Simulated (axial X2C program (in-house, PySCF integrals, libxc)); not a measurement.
## Spectroscopic constants of NaOs

Calculated with an axial X2C code built on PySCF integrals. Spin-free means the one-electron spin-free X2C Hamiltonian; two-component (2c) means X2C with spin–orbit coupling and atomic mean-field two-electron Coulomb and Gaunt terms, so the difference of the two also holds small scalar two-electron terms. Basis: Os dyall-cv3z [13s14p9d6f4g], Na dyall-cv3z [9s8p5d2f] (cores contracted in-house); Gaussian nuclei, density fitting, unrestricted open shells. Masses: Os 191.961 u, Na 22.990 u.

The run was started with this input:
```json
{"zs": [76, 11], "q": 0, "bas": ["dyall-cv3z", "dyall-cv3z"], "levels": ["PBE0", "HF", "B97-3"], "cc": true, "r0": 2.84, "thr": -1.0, "nmax": 90, "npts": 10, "nst": 2, "ntry": 6}
```
```bash
python so2c.py task.json out
```

Keys: zs atomic numbers; q charge; bas basis sets; levels methods; cc coupled cluster on or off; r0 starting distance in Å; thr threshold in hartree for freezing inner shells (an s shell follows its p shell); nmax most natural virtual spinors; npts points on the curve; nst determinants followed; ntry starts of the search. HF also brings MP2.

State, spin-free: M_S = 3/2, Λ = 0 (beyond evenly filled blocks: σα, δ+α, δ-α); electrons by block: σα: 17, σβ: 16, π+α: 9, π+β: 9, π-α: 9, π-β: 9, δ+α: 4, δ+β: 3, δ-α: 4, δ-β: 3, φ+α: 1, φ+β: 1, φ-α: 1, φ-β: 1. Fragments: Os + Na.

State, 2c: Ω = 7/2 (⟨Sz⟩ = 1.39, ⟨Lz⟩ = 2.11 at PBE0); electrons by block: 1/2: 25, -1/2: 26, 3/2: 13, -3/2: 12, 5/2: 5, -5/2: 4, 7/2: 1, -7/2: 1. Fragments: Os + Na.

| Hamiltonian | level | Re (Å) | ωe (cm⁻¹) | ωexe (cm⁻¹) | Be (cm⁻¹) | De (eV) | D0 (eV) | μ (D) |
| --- | --- | --- | --- | --- | --- | --- | --- | --- |
| spin-free | PBE0 | 2.683 | 227.4 | n/a | 0.1141 | 1.22 | 1.21 | 5.72 |
| spin-free | HF | 2.817 | 180.7 | 1.17 | 0.1035 | -0.350 | -0.361 | 5.03 |
| spin-free | CCSD | 2.707 | 227.3 | 0.571 | 0.1121 | 0.913 | 0.898 | n/a |
| spin-free | CCSD(T) | 2.706 | 229.9 | 0.523 | 0.1122 | 1.06 | 1.05 | n/a |
| spin-free | B97-3 | 2.691 | 225.7 | 0.972 | 0.1134 | 1.18 | 1.16 | 6.05 |
| 2c | PBE0 | 2.799 | 202.9 | n/a | 0.1048 | 1.05 | 1.04 | 6.40 |
| 2c | B97-3 | 2.804 | 205.0 | n/a | 0.1044 | 1.04 | 1.03 | 6.62 |

Correlated methods: 9 electrons correlated (number of frozen shells: Os 5 s, 4 p, 2 d, 1 f; Na 2 s, 1 p), 319 virtual spin orbitals or spinors in MP2, 89 natural virtuals in coupled cluster.

Dipoles are positive if Na is the positive end.

The state is one determinant whose occupation by symmetry is held fixed; it was picked as the lowest of a PBE0 search that is not exhaustive. De is counted from the lowest determinant-based energies of the atoms at the same level, without counterpoise correction. Density functionals use the spin component along the axis (collinear). Coupled cluster ran in a truncated set of natural virtual spinors; the MP2 energy of the rest was added. (T) has no such correction and the atoms are truncated less, which lowers De at CCSD(T) by a hundredth of an eV or more. PBE0 can misorder states that lie within some tenths of an eV, so this need not be the ground state of the molecule. The nearest other spin-free determinant of the search, M_S = 3/2, Λ = 2, lies 0.23 eV up at the distance of the search. Without a current term, density functionals place determinants with orbital angular momentum somewhat too high. With several unpaired electrons one determinant need not be a pure state. The determinant is spin-polarised beyond a pure state at some levels (its spin-free form has ⟨S²⟩ too high), which makes Re and μ there less reliable. The T1 diagnostic is large, a sign of multireference character. With the outer-core shells frozen, correlated bond lengths of heavy atoms tend to come out a few hundredths of an ångström too long.

The spin-free and the 2c determinant differ in configuration, so the two halves of the table describe two states.

No reliable constants came from CCSD (2c), CCSD(T) (2c), HF (2c), MP2 (2c), MP2 (spin-free): no minimum in range, unconverged points, a curve that is not smooth, a change of character along it, or the two Hamiltonians disagreeing along it.

Rough cost a point (2c) on 1 thread(s) of a shared host, integrals apart: PBE0 1.5 s, B97-3 1.5 s.

The whole task took 4.1 min on 1 thread of Arm Neoverse V1 (shared host).
